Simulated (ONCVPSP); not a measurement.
**What one change does to a pseudopotential (As (Z = 33), ONCV)**

- Element: arsenic (As)
- Generator: ONCVPSP 4.0.1
- Type: optimised norm-conserving Vanderbilt (ONCV)
- Functional: PBEsol
- Relativity: scalar-relativistic
- Frozen core: [Ne]
- Valence charge: 23
- Reference configuration: 3s2 3p6 3d10 4s2 4p1 (charge +2)
- Partial waves: 3s+4s: rc 0.85 bohr, ncon 4, nbas 8, qcut 15.6 1/bohr, 2 projectors; 3p+4p: rc 1.00 bohr, ncon 4, nbas 9, qcut 12 1/bohr, 3 projectors, debl 1.9 Ha; 3d: rc 1.10 bohr, ncon 4, nbas 9, qcut 15.7 1/bohr, 3 projectors, debl 1.6 Ha
- Local potential: polynomial inside 0.80 bohr (lpopt 5, dvloc0 0 Ha)
- Core correction: none

In the d channel the program set the typed energies aside and used -2.277, 0.250, 1.850 Ha.

All-electron outer shells of the reference configuration (PBEsol, scalar-relativistic, ld1.x):

```csv
shell,level (eV),outermost node (bohr),outermost maximum (bohr)
2s,-1507.04,0.06,0.17
2p,-1324.51,–,0.14
3s,-211.29,0.25,0.52
3p,-154.85,0.22,0.52
3d,-61.96,–,0.47
4s,-33.49,0.73,1.57
4p,-22.70,0.77,1.83
```

Change: p: nbas 7.

Cutoffs: the cutoffs (Ha) at which the residual kinetic energy of the hardest occupied pseudo-wave falls to 1 and 0.1 mHa per electron; they do not see the model core or the augmentation charge, which bear on the density cutoff. Errors are all-electron minus pseudo energies relative to the spin-unpolarised reference configuration.

Task: Predict the effect on cutoff, ghosts and configuration errors.

Result: The potential gets neither clearly harder nor softer (94 Ha and 105 Ha → 94 Ha and 105 Ha); of the 4 tests that both files solve, the error grows in 4 and shrinks in 0 by more than 15 % and 0.3 meV (median size 1.1 → 2.3 meV); neither file shows a bound ghost.

```csv
quantity,base,changed
"cutoff, loose",94 Ha,94 Ha
"cutoff, tight",105 Ha,105 Ha
loose cutoff by channel,"s 88 Ha, p 59 Ha, d 94 Ha","s 88 Ha, p 60 Ha, d 94 Ha"
bound ghosts,none,none
GHOST(+) flags under 300 eV,none,none
"error for 3s2 3p6 3d10 4s2 4p3, meV [ΔE -27.10 eV]",+1.3,+2.6
"error for 3s2 3p6 3d10 4s2 4p2, meV [ΔE -17.94 eV]",+0.9,+1.8
"error for 3s2 3p6 3d10 4s2 4p0, meV [ΔE 27.72 eV]",-1.6,-3.0
"error for 3s2 3p6 3d10 4s1 4p3, meV [ΔE -7.83 eV]",+0.1,+2.0
s: phases at 0.86 bohr within 0.05 rad from the reference energy up to (Ha; the scan ends near 5),to the end of the scan,to the end of the scan
p: phases at 1.02 bohr within 0.05 rad from the reference energy up to (Ha; the scan ends near 5),to the end of the scan,to the end of the scan
d: phases at 1.12 bohr within 0.05 rad from the reference energy up to (Ha; the scan ends near 5),to the end of the scan,to the end of the scan
```
